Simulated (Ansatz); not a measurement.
`CB[SiH](C)Cl`. Charge 0, multiplicity 1.

```xyz
13

C     0.693   -2.058    0.693
B     0.503   -0.537    0.897
Si    0.272    0.781   -0.610
C    -1.311    1.767   -0.475
Cl    0.262   -0.203   -2.443
H     1.794   -2.158    0.643
H     0.318   -2.457   -0.251
H     0.381   -2.682    1.533
H     0.556   -0.080    2.008
H     1.433    1.715   -0.660
H    -1.317    2.340    0.456
H    -1.400    2.463   -1.311
H    -2.183    1.110   -0.481
```

**Question.** What are the harmonic wavenumbers in cm⁻¹ at PBE0-D4/def2-TZVP (Ansatz, finite differences of forces, unscaled)? (An estimate is asked.)

**Answer.** Computed: 48, 94, 130, 161, 185, 209, 329, 477, 513, 575, 620, 700, 741, 804, 851, 866, 889, 1035, 1144, 1270, 1304, 1409, 1443, 1450, 1461, 2192, 2572, 2977, 3052, 3088, 3138, 3144, 3146.

**Question.** Is this a minimum?

**Answer.** Yes, all 33 modes are real.

**Question.** Give the ideal-gas thermochemistry at 298.15 K and 1 bar (rigid rotor, harmonic oscillator; point group C1, symmetry number 1).

**Answer.** Zero-point energy 251.3 kJ/mol; H(298) − E = 276.4 kJ/mol; entropy 380.9 J/(mol·K), of which translation 167.1, rotation 116.4, vibration 97.5; G(298) − E = 162.8 kJ/mol. Modes under 100 cm⁻¹ are hindered rotations or soft bends, so the harmonic entropy is rough.

**Question.** Rotational constants (cm⁻¹)?

**Answer.** 0.106, 0.07532, 0.04905.
